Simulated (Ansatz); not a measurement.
Cost and result for the atomization energy of `[CH3][Sn]([Cl])[Cl]` radical (7 atoms, 6 bonds).

Charge 0, multiplicity 2. Correlated methods include outer-core shells of Sn, which these sets cover unevenly. Sn takes the def2 core potential. Geometry: relaxed with PBE0-D4/def2-TZVP. Program: Ansatz. All runs use 4 threads of an Arm Neoverse V2 on a shared host. Times are those of one run each, without the atoms' runs, and a repeat can differ threefold. Electronic energies, without spin–orbit coupling; frozen cores. CCSD(T)/CBS adds CCSD(T) − MP2 in def2-TZVPP to the MP2 limit, and its time is that of the two runs behind it. T1 = 0.014; ⟨S²⟩ of the reference is 0.77. With those shells the extrapolation isn't a true limit. HSE06 is the plane-wave form, built on full-range PBE exchange.

CCSD(T)/CBS is a level of theory with its own doubt, some kJ/mol a heavy atom from the limit and from the frozen cores, so smaller differences don't rank the functionals.

```json
{"level": "revPBE-D4/def2-TZVPP", "functions": "207", "wall time": "3.1 s", "atomization (kJ/mol)": "2165.7", "difference from CCSD(T)/CBS": "-21.6", "per bond": "-3.6"}
{"level": "BLYP-D4/def2-TZVPP", "functions": "207", "wall time": "3.4 s", "atomization (kJ/mol)": "2161.6", "difference from CCSD(T)/CBS": "-25.7", "per bond": "-4.3"}
{"level": "HSE06-D4/def2-TZVPP", "functions": "207", "wall time": "6.5 s", "atomization (kJ/mol)": "2188.6", "difference from CCSD(T)/CBS": "1.3", "per bond": "0.2"}
{"level": "CAM-B3LYP-D4/def2-TZVPP", "functions": "207", "wall time": "6.5 s", "atomization (kJ/mol)": "2165.0", "difference from CCSD(T)/CBS": "-22.3", "per bond": "-3.7"}
{"level": "BHLYP-D4/def2-TZVPP", "functions": "207", "wall time": "7 s", "atomization (kJ/mol)": "2114.2", "difference from CCSD(T)/CBS": "-73.1", "per bond": "-12.2"}
{"level": "PBE-QIDH/def2-TZVPP", "functions": "207", "wall time": "7.5 s", "atomization (kJ/mol)": "2167.1", "difference from CCSD(T)/CBS": "-20.2", "per bond": "-3.4"}
{"level": "r2SCAN-D4/def2-TZVPP (with forces)", "functions": "207", "wall time": "8.5 s", "atomization (kJ/mol)": "2201.6", "difference from CCSD(T)/CBS": "14.3", "per bond": "2.4"}
{"level": "CCSD(T)/def2-SVP", "functions": "91", "wall time": "11 s", "atomization (kJ/mol)": "2008.3", "difference from CCSD(T)/CBS": "-179.0", "per bond": "-29.8"}
{"level": "ωB97X-V/def2-TZVPP", "functions": "207", "wall time": "13 s", "atomization (kJ/mol)": "2186.2", "difference from CCSD(T)/CBS": "-1.1", "per bond": "-0.2"}
{"level": "ωB97M-V/def2-TZVPP (with forces)", "functions": "207", "wall time": "17 s", "atomization (kJ/mol)": "2181.0", "difference from CCSD(T)/CBS": "-6.3", "per bond": "-1.0"}
{"level": "MP2/def2-QZVPP", "functions": "369", "wall time": "21 s", "atomization (kJ/mol)": "2188.1", "difference from CCSD(T)/CBS": "0.8", "per bond": "0.1"}
{"level": "CCSD(T)/def2-TZVPP", "functions": "207", "wall time": "6.8 min", "atomization (kJ/mol)": "2114.1", "difference from CCSD(T)/CBS": "-73.2", "per bond": "-12.2"}
{"level": "CCSD(T)/CBS(def2)", "functions": "–", "wall time": "7.2 min", "atomization (kJ/mol)": "2187.3", "difference from CCSD(T)/CBS": "0.0", "per bond": "0.0"}
```

The D4 term adds +30.5 kJ/mol with B3LYP and +16.1 kJ/mol with PBE0; it sums over pairs of atoms, weighted by their polarisabilities, and B3LYP, whose exchange is more repulsive, gets the larger term. At CCSD(T), def2-SVP lies −179.0 kJ/mol from the extrapolated value and def2-TZVPP −73.2 kJ/mol: correlation converges slowly with the basis, and small sets miss more of it in the bonded molecule than in its fragments. From PBE to PBE0 (25 % exact exchange), in def2-TZVPP and without D4, the atomization energy moves by −32.5 kJ/mol: exact exchange takes away binding that semilocal exchange gives to molecules.

B3LYP here is the variant with VWN-RPA as its local correlation; programs differ in this.

Spin–orbit coupling would lower the free Sn atoms strongly, and the atomization energy with them, by more than many differences here. For some Ge, Se and Sn compounds the MP2-based and the directly extrapolated limit differ by 10 to 25 kJ/mol.
